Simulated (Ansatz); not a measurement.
Born–Oppenheimer molecular dynamics of AlClH₄O₂S (9 atoms, charge 0, multiplicity 1). It starts at the highest image of a converged band, a first-order saddle point between two minima.

Level of theory: Ansatz, RKS PBE/def2-SVP.

```yaml
ensemble: NVE (velocity Verlet)
time_step: 0.5 fs
steps_asked: 200
starting_velocities_drawn_for: 100 K
seed: 10208
```

First frame:

```xyz
9
Properties=species:S:1:pos:R:3
Al 0.002 0.195 0.208
O -0.327 -0.115 1.963
H -1.065 -0.654 2.300
O 1.591 -0.281 -0.244
H 1.846 -0.366 -1.176
Cl -1.673 -0.098 -1.073
S -0.002 2.491 1.069
H 1.331 2.441 1.355
H -0.319 1.307 2.000
```

How far do the bonds stretch over the last three quarters of this one trajectory? (Pairs bonded in most of those frames.)


| bond | mean (Å) | spread (Å) | shortest | longest |
| --- | --- | --- | --- | --- |
| Al1–O2 | 1.765 | 0.018 | 1.73 | 1.79 |
| Al1–O4 | 1.723 | 0.020 | 1.69 | 1.76 |
| Al1–Cl6 | 2.136 | 0.008 | 2.12 | 2.15 |
| Al1–S7 | 2.552 | 0.059 | 2.46 | 2.63 |
| O2–H3 | 0.972 | 0.012 | 0.95 | 0.99 |
| O4–H5 | 0.969 | 0.006 | 0.96 | 0.98 |
| S7–H8 | 1.365 | 0.014 | 1.34 | 1.39 |
| S7–H9 | 1.417 | 0.050 | 1.33 | 1.54 |

Mean temperature of the second half: 91 K. The conserved energy stayed within 0.054 meV per atom of its start (net change 0.0012 meV per atom), so the integration is sound. A run of 0.1 ps of so small a system gives no equilibrium averages. The orbitals stay closed-shell, which can raise the energy where a bond breaks towards radicals; this wasn't checked here.

The run took 6.2 min on 2 threads of Arm Neoverse V1 (shared host), peak memory 0.14 GiB.
